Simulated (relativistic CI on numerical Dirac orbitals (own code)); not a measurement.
## Radial parameters of La53+

These numbers are calculated, not measured: Dirac-Coulomb-Breit CI, separate exchange-only KLI orbitals for each configuration, a model potential for QED, unscaled Slater integrals (own radial code, finite nucleus).

Slater integrals F^k, G^k are unscaled and averaged over j, outside the closed core 1s2; ζ comes from projecting the Hamiltonian with its Breit term on Σ l·s of the shell.

- 2s.2p: G^1(2s,2p) = 1.1385e+06, ζ(2p) = 2.4957e+06 cm⁻¹; <r>(2s) = 0.1013, <r^2>(2s) = 0.01209, <r>(2p) = 0.08774, <r^2>(2p) = 0.009323 (bohr units).
- 2p2: F^2(2p,2p) = 1.0811e+06, ζ(2p) = 2.4865e+06 cm⁻¹; <r>(2p) = 0.08784, <r^2>(2p) = 0.009344 (bohr units).
- 2p.3s: ζ(2p) = 2.524e+06, G^1(2p,3s) = 117500 cm⁻¹; <r>(2p) = 0.08747, <r^2>(2p) = 0.009267, <r>(3s) = 0.2341, <r^2>(3s) = 0.0625 (bohr units).

Averages of the first 10 configurations, taken without configuration mixing, which lowers the lowest level and can move excited configurations by several eV; other configurations of the list can lie among them:

```tsv
Configuration	Parity	States	Average energy above the lowest level (eV)
2s2	even	1	10.1
2s.2p	odd	12	444.8
2p2	even	15	926.3
2p.3s	odd	12	6554.3
2p.3p	even	36	6690.1
2s.3s	even	4	6103.3
2s.3p	odd	12	6243.2
2s.3d	even	20	6340.7
2s.4s	even	4	8193.5
2s.4p	odd	12	8251.3
```
